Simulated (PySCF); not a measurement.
C4H11AlO2, singlet, geometry from GFN2-xTB (such geometries of metal compounds can be far from the true shape); CASSCF(4,3)/STO-3G (PySCF).

Here is a job for PySCF.
```python
from pyscf import gto, scf, mcscf
import numpy

mol = gto.Mole()
mol.atom = '''
    Al    0.133824   -0.102721    0.092238
    C    -1.630630   -0.775533    0.793237
    C    -2.851065   -0.086054    0.190151
    H    -1.639296   -0.661584    1.880512
    H    -1.687146   -1.852768    0.615415
    H    -2.878271   -0.221438   -0.888529
    H    -2.829411    0.982817    0.389305
    H    -3.772162   -0.493758    0.609576
    O     0.110561    1.100941   -1.039494
    C     0.075982    2.116838   -1.995196
    H    -0.399831    3.007733   -1.576447
    H     1.089098    2.375424   -2.314342
    H    -0.495824    1.789594   -2.867802
    O     1.479852   -0.826148    0.721461
    C     2.628845   -1.425793    1.238446
    H     3.515966   -1.075648    0.704554
    H     2.734370   -1.178039    2.297966
    H     2.560694   -2.512058    1.135141
'''
mol.basis = 'sto-3g'
mol.charge = 0
mol.spin = 0
mol.verbose = 4
mol.build()

mf = scf.RHF(mol)
mf.kernel()
mc = mcscf.CASSCF(mf, 3, 4)
mc.fix_spin_(ss=0.0)
mc.kernel()
occ = numpy.linalg.eigvalsh(mc.fcisolver.make_rdm1(mc.ci, mc.ncas, mc.nelecas))[::-1]
ss = mc.fcisolver.spin_square(mc.ci, mc.ncas, mc.nelecas)[0]
print('natural occupations', occ.round(4), ' <S^2>', round(ss, 4))
```

What the program printed (banner, timings and long lists left out):

```
PySCF version 2.14.0

[INPUT] verbose = 4
[INPUT] num. atoms = 18
[INPUT] num. electrons = 64
[INPUT] charge = 0
[INPUT] spin (= nelec alpha-beta = 2S) = 0
[INPUT] symmetry False subgroup None
[INPUT] Mole.unit = angstrom
[INPUT] Symbol           X                Y                Z      unit          X                Y                Z       unit  Magmom
[...]
nuclear repulsion = 366.090623258879
number of shells = 34
number of NR pGTOs = 150
number of NR cGTOs = 50
basis = sto-3g
ecp = {}

******** <class 'pyscf.scf.hf.RHF'> ********
method = RHF
initial guess = minao
damping factor = 0
level_shift factor = 0
DIIS = <class 'pyscf.scf.diis.CDIIS'>
diis_start_cycle = 1
diis_space = 8
diis_damp = 0
SCF conv_tol = 1e-09
SCF conv_tol_grad = None
SCF max_cycles = 50
direct_scf = True
direct_scf_tol = 1e-13
Set gradient conv threshold to 3.16228e-05
Initial guess from minao.
init E= -543.417797628121
[...]
cycle= 1 E= -542.611274695539  delta_E= 0.807  |g|= 0.686  |ddm|= 4.94
[...]
cycle= 2 E= -542.776168861496  delta_E= -0.165  |g|= 0.19  |ddm|= 1.21
[...]
cycle= 3 E= -542.788217242176  delta_E= -0.012  |g|= 0.0354  |ddm|= 0.281
[...]
cycle= 4 E= -542.788940083784  delta_E= -0.000723  |g|= 0.00524  |ddm|= 0.0866
[...]
cycle= 5 E= -542.788953423844  delta_E= -1.33e-05  |g|= 0.00117  |ddm|= 0.0107
[...]
cycle= 6 E= -542.788954238599  delta_E= -8.15e-07  |g|= 0.000222  |ddm|= 0.00292
[...]
cycle= 7 E= -542.788954265135  delta_E= -2.65e-08  |g|= 3.74e-05  |ddm|= 0.000493
[...]
cycle= 8 E= -542.788954266182  delta_E= -1.05e-09  |g|= 8.88e-06  |ddm|= 0.000105
[...]
cycle= 9 E= -542.788954266253  delta_E= -7.09e-11  |g|= 2.09e-06  |ddm|= 3.16e-05
[...]
Extra cycle  E= -542.788954266256  delta_E= -2.96e-12  |g|= 8.47e-07  |ddm|= 4.96e-06
converged SCF energy = -542.788954266256

******** <class 'pyscf.mcscf.mc1step.CASSCF'> ********
CAS (2e+2e, 3o), ncore = 30, nvir = 17
max_cycle_macro = 50
max_cycle_micro = 4
conv_tol = 1e-07
conv_tol_grad = None
orbital rotation max_stepsize = 0.02
orbital rotation threshold for CI restart = 0.01
augmented hessian ah_max_cycle = 30
augmented hessian ah_conv_tol = 1e-12
augmented hessian ah_linear dependence = 1e-14
augmented hessian ah_level shift = 1e-08
augmented hessian ah_start_tol = 2.5
augmented hessian ah_start_cycle = 3
augmented hessian ah_grad_trust_region = 3
kf_trust_region = 3
kf_interval = 4
ci_response_space = 4
ci_grad_trust_region = 3
with_dep4 0
natorb = False
canonicalization = True
sorting_mo_energy = False
ao2mo_level = 2
internal_rotation = False
******** <class 'pyscf.fci.addons.SpinPenaltyFCISolver'> ********
max. cycles = 50
conv_tol = 1e-08
davidson only = True
linear dependence = 1e-12
level shift = 0.001
max iter space = 12
nroots = 1
pspace_size = 400
spin = None
CASCI E = -542.789998802533  S^2 = 0.0000000
Set conv_tol_grad to 0.000316228
macro iter   1 ( 21 JK    4 micro), CASSCF E = -542.794062280703  dE = -4.06347817e-03  S^2 = 0.0000000
               |grad[o]|=0.00377  |grad[c]|=0.0155  |ddm|=0.0667  |maxRot[o]|=0.275
macro iter   2 ( 21 JK    4 micro), CASSCF E = -542.800098341515  dE = -6.03606081e-03  S^2 = 0.0000000
               |grad[o]|=0.00959  |grad[c]|=0.0116  |ddm|=0.0216  |maxRot[o]|=0.271
macro iter   3 ( 21 JK    4 micro), CASSCF E = -542.802113473611  dE = -2.01513210e-03  S^2 = 0.0000000
               |grad[o]|=0.00907  |grad[c]|=0.0113  |ddm|=0.00626  |maxRot[o]|=0.142
macro iter   4 ( 21 JK    4 micro), CASSCF E = -542.802750228075  dE = -6.36754464e-04  S^2 = 0.0000000
               |grad[o]|=0.00542  |grad[c]|=0.00225  |ddm|=0.00548  |maxRot[o]|=0.179
macro iter   5 ( 12 JK    3 micro), CASSCF E = -542.802918303107  dE = -1.68075032e-04  S^2 = 0.0000000
               |grad[o]|=0.00376  |grad[c]|=0.00681  |ddm|=0.00383  |maxRot[o]|=0.0559
macro iter   6 (  7 JK    2 micro), CASSCF E = -542.802919251523  dE = -9.48416528e-07  S^2 = 0.0000000
               |grad[o]|=0.00101  |grad[c]|=0.00323  |ddm|=0.000474  |maxRot[o]|=0.0611
[...]
macro iter  15 (  7 JK    2 micro), CASSCF E = -542.802925989929  dE = -4.04317575e-07  S^2 = 0.0000000
               |grad[o]|=0.000602  |grad[c]|=0.00154  |ddm|=0.000521  |maxRot[o]|=0.0464
macro iter  16 (  7 JK    2 micro), CASSCF E = -542.802927177261  dE = -1.18733260e-06  S^2 = 0.0000000
               |grad[o]|=0.000606  |grad[c]|=0.0055  |ddm|=4.06e-05  |maxRot[o]|=0.0648
macro iter  17 (  7 JK    2 micro), CASSCF E = -542.802929248126  dE = -2.07086453e-06  S^2 = 0.0000000
               |grad[o]|=0.000591  |grad[c]|=0.00894  |ddm|=0.000172  |maxRot[o]|=0.0531
macro iter  18 (  7 JK    2 micro), CASSCF E = -542.802933524784  dE = -4.27665759e-06  S^2 = 0.0000000
               |grad[o]|=0.000563  |grad[c]|=0.00935  |ddm|=0.00101  |maxRot[o]|=0.0685
macro iter  19 (  7 JK    2 micro), CASSCF E = -542.802942429657  dE = -8.90487365e-06  S^2 = 0.0000000
               |grad[o]|=0.000565  |grad[c]|=0.00955  |ddm|=0.00145  |maxRot[o]|=0.0691
macro iter  20 (  7 JK    2 micro), CASSCF E = -542.802956681555  dE = -1.42518974e-05  S^2 = 0.0000000
               |grad[o]|=0.00057  |grad[c]|=0.00893  |ddm|=0.00132  |maxRot[o]|=0.0691
macro iter  21 (  7 JK    2 micro), CASSCF E = -542.802978320925  dE = -2.16393702e-05  S^2 = 0.0000000
               |grad[o]|=0.000564  |grad[c]|=0.00859  |ddm|=0.00134  |maxRot[o]|=0.0696
macro iter  22 (  7 JK    2 micro), CASSCF E = -542.802983634389  dE = -5.31346404e-06  S^2 = 0.0000000
               |grad[o]|=0.000603  |grad[c]|=0.00502  |ddm|=0.0024  |maxRot[o]|=0.0698
macro iter  23 (  7 JK    2 micro), CASSCF E = -542.802992178184  dE = -8.54379505e-06  S^2 = 0.0000000
               |grad[o]|=0.000673  |grad[c]|=0.0053  |ddm|=0.00119  |maxRot[o]|=0.0699
macro iter  24 (  7 JK    2 micro), CASSCF E = -542.803004593762  dE = -1.24155785e-05  S^2 = 0.0000000
               |grad[o]|=0.000679  |grad[c]|=0.00494  |ddm|=6.47e-05  |maxRot[o]|=0.0699
macro iter  25 (  7 JK    2 micro), CASSCF E = -542.803022958122  dE = -1.83643599e-05  S^2 = 0.0000000
               |grad[o]|=0.000663  |grad[c]|=0.0043  |ddm|=0.000951  |maxRot[o]|=0.0699
macro iter  26 (  7 JK    2 micro), CASSCF E = -542.803057417600  dE = -3.44594780e-05  S^2 = 0.0000000
               |grad[o]|=0.000629  |grad[c]|=0.00639  |ddm|=0.00235  |maxRot[o]|=0.0698
macro iter  27 (  7 JK    2 micro), CASSCF E = -542.803089882782  dE = -3.24651819e-05  S^2 = 0.0000000
               |grad[o]|=0.000559  |grad[c]|=0.00716  |ddm|=0.000779  |maxRot[o]|=0.0698
macro iter  28 (  7 JK    2 micro), CASSCF E = -542.803119124878  dE = -2.92420963e-05  S^2 = 0.0000000
               |grad[o]|=0.000527  |grad[c]|=0.00745  |ddm|=0.000272  |maxRot[o]|=0.0698
macro iter  29 (  7 JK    2 micro), CASSCF E = -542.803143853773  dE = -2.47288942e-05  S^2 = 0.0000000
               |grad[o]|=0.000518  |grad[c]|=0.0074  |ddm|=0.000146  |maxRot[o]|=0.0698
macro iter  30 (  7 JK    2 micro), CASSCF E = -542.803162444486  dE = -1.85907130e-05  S^2 = 0.0000000
               |grad[o]|=0.000509  |grad[c]|=0.0072  |ddm|=0.000187  |maxRot[o]|=0.0698
macro iter  31 (  7 JK    2 micro), CASSCF E = -542.803173316779  dE = -1.08722937e-05  S^2 = 0.0000000
               |grad[o]|=0.00047  |grad[c]|=0.00722  |ddm|=0.000372  |maxRot[o]|=0.0698
macro iter  32 (  4 JK    1 micro), CASSCF E = -542.803175418438  dE = -2.10165865e-06  S^2 = 0.0000000
               |grad[o]|=0.000328  |grad[c]|=0.0026  |ddm|=5.72e-05  |maxRot[o]|=0.0373
macro iter  33 (  3 JK    1 micro), CASSCF E = -542.803175469903  dE = -5.14645535e-08  S^2 = 0.0000000
               |grad[o]|=0.000107  |grad[c]|=0.000127  |ddm|=4.57e-05  |maxRot[o]|=0.00876
1-step CASSCF converged in  33 macro (329 JK  81 micro) steps
CASSCF canonicalization
Density matrix diagonal elements [1.97488561 1.99972617 0.02538822]
CASSCF energy = -542.803175469903
CASCI E = -542.803175469903  E(CI) = -3.99461244112047  S^2 = 0.0000000
natural occupations [1.9997 1.9752 0.0251]  <S^2> 0.0
```
